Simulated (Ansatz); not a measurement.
Steps of a relaxation of `CC[SiH2][SeH]` with RKS PBE0-D4/def2-TZVP.

```sh
$ ansatz run in.yaml --threads 4 --pin off --events-out ev --progress --plain --max-ram 10444MiB
```

```yaml
crystal:
  periodic: [false, false, false]
  atoms:
    - {symbol: C, position_ang: [-0.547025, 1.493993, 0.064071]}
    - {symbol: C, position_ang: [-0.182247, 0.221468, 0.837520]}
    - {symbol: Si, position_ang: [0.968866, -0.962474, -0.094790]}
    - {symbol: Se, position_ang: [0.060819, -1.678991, -2.094686]}
    - {symbol: H, position_ang: [0.353619, 2.098861, -0.170703]}
    - {symbol: H, position_ang: [-1.239744, 2.141119, 0.639691]}
    - {symbol: H, position_ang: [-1.035629, 1.249880, -0.901603]}
    - {symbol: H, position_ang: [0.324861, 0.464266, 1.798672]}
    - {symbol: H, position_ang: [-1.094424, -0.350815, 1.117609]}
    - {symbol: H, position_ang: [2.230899, -0.263696, -0.525983]}
    - {symbol: H, position_ang: [1.326341, -2.136602, 0.779107]}
    - {symbol: H, position_ang: [-1.089336, -2.332109, -1.414906]}
basis:
  gaussian: {orbitals: def2-TZVP}
hamiltonian: {xc: pbe0, dispersion: d4}
relax: {f_tol: 0.005, max_steps: 150}
```

Positions (Å) and forces (eV/Å) along the path, 7 of 7 steps:

```xyz
12
step=1 energy=-75420.1991 eV
C    -0.547    1.494    0.064   -0.039    0.229   -0.191
C    -0.182    0.221    0.838   -0.024   -0.202    0.248
Si    0.969   -0.962   -0.095    0.006    0.119    0.022
Se    0.061   -1.679   -2.095   -0.172   -0.069    0.463
H     0.354    2.099   -0.171   -0.425   -0.313    0.131
H    -1.240    2.141    0.640    0.329   -0.331   -0.253
H    -1.036    1.250   -0.902    0.231    0.102    0.484
H     0.325    0.464    1.799   -0.232   -0.077   -0.460
H    -1.094   -0.351    1.118    0.418    0.293   -0.156
H     2.231   -0.264   -0.526   -0.268   -0.154    0.099
H     1.326   -2.137    0.779   -0.105    0.255   -0.210
H    -1.089   -2.332   -1.415    0.281    0.149   -0.177
12
step=2 energy=-75420.2398 eV
C    -0.542    1.484    0.062   -0.022    0.094   -0.057
C    -0.181    0.219    0.833    0.057   -0.108    0.062
Si    0.966   -0.948   -0.097   -0.077    0.038    0.130
Se    0.059   -1.669   -2.068   -0.035   -0.005   -0.012
H     0.351    2.080   -0.168   -0.126   -0.085    0.033
H    -1.226    2.122    0.636    0.093   -0.086   -0.078
H    -1.028    1.242   -0.891    0.066    0.034    0.138
H     0.319    0.464    1.784   -0.075   -0.020   -0.136
H    -1.086   -0.345    1.105    0.134    0.080   -0.049
H     2.220   -0.258   -0.518   -0.072   -0.039    0.014
H     1.307   -2.121    0.759   -0.003    0.071   -0.036
H    -1.080   -2.325   -1.405    0.060    0.025   -0.008
12
step=3 energy=-75420.2423 eV
C    -0.541    1.481    0.063   -0.001   -0.001   -0.001
C    -0.179    0.218    0.833    0.012   -0.036   -0.037
Si    0.953   -0.953   -0.094    0.049    0.074   -0.008
Se    0.064   -1.659   -2.077   -0.016   -0.001    0.047
H     0.347    2.072   -0.172    0.021    0.010   -0.008
H    -1.218    2.119    0.636   -0.014    0.012    0.016
H    -1.031    1.240   -0.883   -0.011   -0.004   -0.022
H     0.320    0.466    1.777    0.015   -0.002    0.016
H    -1.080   -0.340    1.107   -0.033   -0.005    0.015
H     2.200   -0.267   -0.521    0.030    0.014    0.018
H     1.302   -2.114    0.766   -0.013   -0.025   -0.006
H    -1.060   -2.318   -1.400   -0.039   -0.036   -0.030
12
step=4 energy=-75420.2437 eV
C    -0.541    1.483    0.063    0.007   -0.007   -0.005
C    -0.177    0.221    0.835   -0.001    0.007    0.016
Si    0.956   -0.948   -0.090   -0.043    0.003   -0.031
Se    0.052   -1.643   -2.074    0.047    0.014   -0.005
H     0.349    2.069   -0.184   -0.003    0.002   -0.002
H    -1.210    2.127    0.639    0.002   -0.005    0.003
H    -1.040    1.237   -0.877    0.001    0.006   -0.003
H     0.322    0.471    1.779    0.006    0.003    0.002
H    -1.079   -0.336    1.112   -0.004   -0.003   -0.001
H     2.207   -0.266   -0.510    0.013    0.009    0.002
H     1.293   -2.119    0.762    0.000   -0.012   -0.003
H    -1.054   -2.353   -1.421   -0.025   -0.018    0.026
12
step=5 energy=-75420.2439 eV
C    -0.542    1.484    0.062   -0.004    0.003    0.008
C    -0.177    0.222    0.836    0.004   -0.004   -0.003
Si    0.953   -0.948   -0.092   -0.011    0.006   -0.002
Se    0.055   -1.643   -2.077    0.001   -0.003    0.006
H     0.347    2.070   -0.185    0.001    0.000    0.000
H    -1.211    2.126    0.640    0.003    0.000   -0.002
H    -1.042    1.238   -0.877    0.000    0.000   -0.002
H     0.327    0.474    1.778    0.001    0.000   -0.002
H    -1.078   -0.335    1.116   -0.005    0.003    0.002
H     2.208   -0.266   -0.505    0.006    0.003   -0.003
H     1.286   -2.122    0.757    0.000   -0.005   -0.001
H    -1.050   -2.355   -1.419    0.005    0.000   -0.001
12
step=6 energy=-75420.2440 eV
C    -0.541    1.487    0.064    0.003    0.000    0.000
C    -0.179    0.223    0.835   -0.001   -0.004    0.000
Si    0.950   -0.947   -0.093   -0.001    0.003   -0.003
Se    0.054   -1.645   -2.077   -0.002   -0.002    0.002
H     0.350    2.070   -0.183   -0.001    0.001    0.001
H    -1.207    2.131    0.643    0.001    0.002    0.001
H    -1.043    1.244   -0.875    0.000    0.000   -0.002
H     0.325    0.472    1.778   -0.001    0.000    0.000
H    -1.081   -0.332    1.114   -0.001    0.002    0.003
H     2.205   -0.263   -0.507    0.000   -0.001    0.000
H     1.284   -2.123    0.754    0.000    0.000    0.000
H    -1.041   -2.371   -1.418    0.003    0.000   -0.002
12
step=7 energy=-75420.2440 eV
C    -0.539    1.489    0.066    0.004   -0.002   -0.004
C    -0.181    0.223    0.835   -0.003   -0.002    0.000
Si    0.948   -0.946   -0.095    0.005    0.000    0.000
Se    0.051   -1.647   -2.078   -0.003   -0.001    0.001
H     0.353    2.070   -0.182   -0.001    0.001    0.001
H    -1.202    2.135    0.646   -0.001    0.002    0.002
H    -1.043    1.250   -0.873    0.000    0.001   -0.001
H     0.323    0.470    1.778    0.000    0.000    0.001
H    -1.085   -0.330    1.112    0.001    0.001    0.002
H     2.201   -0.261   -0.509   -0.003   -0.001    0.000
H     1.283   -2.122    0.751    0.000    0.001    0.000
H    -1.033   -2.387   -1.418    0.003    0.001   -0.001
```

It took 25 s on 4 threads of an Arm Neoverse V2 on a shared host, with 0.58 GiB of host memory at the peak.
